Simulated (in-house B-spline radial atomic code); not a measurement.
Binding energies in Ag IX (Ag8+)

NIST's tabulated ground configuration is [Kr] 4d3; each binding energy is the energy of the ion with one electron taken from that subshell, relaxed, less that of the parent. Level of theory: Dirac-Hartree-Fock, average of configuration, Fermi nucleus of rms radius 4.5454 fm; calculated with a radial B-spline atomic code at the basis-set limit. Energies include first-order Breit, QED and recoil terms.

| subshell | X-ray name | binding energy (eV) | -ε (eV) | relaxation (eV) |
| --- | --- | --- | --- | --- |
| 1s | K | 25679.4 | 25814.2 | 56.3 |
| 2s | L1 | 3980.1 | 4014.8 | 26.8 |
| 2p1/2 | L2 | 3692.4 | 3730.0 | 30.0 |
| 2p3/2 | L3 | 3519.5 | 3553.9 | 29.0 |
| 3s | M1 | 883.9 | 893.4 | 8.2 |
| 3p1/2 | M2 | 769.2 | 778.9 | 8.5 |
| 3p3/2 | M3 | 737.8 | 746.7 | 8.2 |
| 4s | N1 | 251.2 | 252.7 | 1.3 |
| 4p1/2 | N2 | 209.7 | 211.1 | 1.2 |
| 4p3/2 | N3 | 203.8 | 205.0 | 1.1 |
| 4d | N4,5 | 143.9 | 144.7 | 0.8 |

Relaxation = -ε minus the binding energy without Breit, QED and recoil terms.

Emission lines follow as differences of binding energies, with λ = 12398.42 eV·Å / E:

```json
{"line": "K-L3", "holes": "1s → 2p3/2", "energy (eV)": "22159.9", "wavelength (Å)": "0.5595"}
{"line": "K-L2", "holes": "1s → 2p1/2", "energy (eV)": "21987.0", "wavelength (Å)": "0.5639"}
{"line": "K-M3", "holes": "1s → 3p3/2", "energy (eV)": "24941.6", "wavelength (Å)": "0.4971"}
{"line": "L1-M3", "holes": "2s → 3p3/2", "energy (eV)": "3242.3", "wavelength (Å)": "3.824"}
{"line": "L3-M1", "holes": "2p3/2 → 3s", "energy (eV)": "2635.6", "wavelength (Å)": "4.7042"}
```

(1) What screening constant σ does Moseley's law, E = (3/4)·13.6057 eV·(Z - σ)², need for K-L3?

Moseley's non-relativistic formula needs a falling, then negative, screening constant for heavy elements, because relativity binds the 1s electron more strongly than the formula allows.

(2) What does it cost to remove two 4p3/2 electrons?

(3) What does it cost to remove both a 2s and a 2p3/2 electron?

(4) What does it cost to remove both a 1s and a 2p1/2 electron?

Results:

(1) σ = 0.40.

(2) 430.76 eV, which is 23.22 eV more than the two single binding energies together.

(3) 7620 eV, which is 120.4 eV more than the two single binding energies together.

(4) 29590 eV, which is 218.3 eV more than the two single binding energies together.
